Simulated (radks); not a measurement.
Q: Species: the selenium ion Se+. Configuration: [Ar] 3d8.5 4s1 4p5.5 (fractional occupations, a model configuration). Method: Dirac Kohn-Sham, BLYP, spin-unpolarised, spherical densities, finite nucleus; open shells fill j = l - 1/2 first; Fermi nuclear charge, rms radius 4.14 fm; computed with a radial shooting solver on a logarithmic mesh with Libxc functionals. Some entries of the table are withheld. Estimate them.

orbital  occ.  eigenvalue (hartree)  r(max) (bohr)  <r^2> (bohr^2)
1s1/2       2             -460.7579        0.02880        0.002616
2s1/2       2             -60.38206         0.1646         0.04521
2p1/2       2                   (1)         0.1296             (2)
2p3/2       4                   (3)         0.1327             (4)
3s1/2       2              -8.96652         0.4995             (5)
3p1/2       2              -6.88577         0.4907          0.3835
3p3/2       4              -6.66143         0.4991          0.3967
3d3/2       4              -3.07519         0.4418          0.4375
3d5/2     4.5              -3.03939         0.4443          0.4428
4s1/2       1              -1.15909          1.409           3.010
4p1/2       2              -0.69735          1.587           4.187
4p3/2     3.5              -0.67588          1.614           4.340

A: 
(1) 2p1/2 eigenvalue (hartree): -54.30922
(2) 2p1/2 <r^2> (bohr^2): 0.03486
(3) 2p3/2 eigenvalue (hartree): -52.77435
(4) 2p3/2 <r^2> (bohr^2): 0.03631
(5) 3s1/2 <r^2> (bohr^2): 0.3697
